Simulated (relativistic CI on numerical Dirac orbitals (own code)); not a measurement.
One change at a time: Hg LXX

Base calculation: Dirac-Coulomb-Breit CI, orbitals from a KLI potential per configuration, model QED (radiative potential, 1s self-energy scaled to tabulated hydrogen-like ionisation energies), unscaled Slater integrals.

Configurations in the expansion (outside the closed core [Ne]): 3s, 3p, 3d, 4s, 4p, 4d, 4f, 5s, 5p, 5d, 5f, 5g, 6s, 6p, 6d. Levels of other configurations are missing.

The lowest level and the first level of each name with at least 55 % of one term (blank where a level has no safe partner in the second run):

```
     Level  Base (eV)  Shift (eV)
 3s 2S_1/2       0.00        0.00
3p 2P°_1/2     181.07       +0.06
3p 2P°_3/2     723.42       +0.06
 3d 2D_3/2     929.07       -0.20
 3d 2D_5/2    1050.63       -0.20
 4s 2S_1/2    3936.57        0.00
4p 2P°_1/2    4011.17       +0.05
4p 2P°_3/2    4233.35       +0.05
 4d 2D_3/2    4311.34       +0.04
 4d 2D_5/2    4363.85       +0.04
4f 2F°_5/2    4404.15       +0.39
4f 2F°_7/2    4427.32       +0.39
 5s 2S_1/2    5685.45       +0.28
5p 2P°_1/2    5722.81       +0.30
```

At this charge energies of transitions that change n are usually good to better than 1 %, and those within a shell (Δn = 0) to a few per cent.

**Question.** One thing was changed in a second run, which moved the levels as shown. Which?
A. configuration mixing switched off
B. Breit term removed
C. P86 correlation estimate
D. QED terms removed

**Answer.** C. P86 correlation estimate. A correlation estimate moves all levels of a configuration together before mixing; mixed levels move by a weighted share.
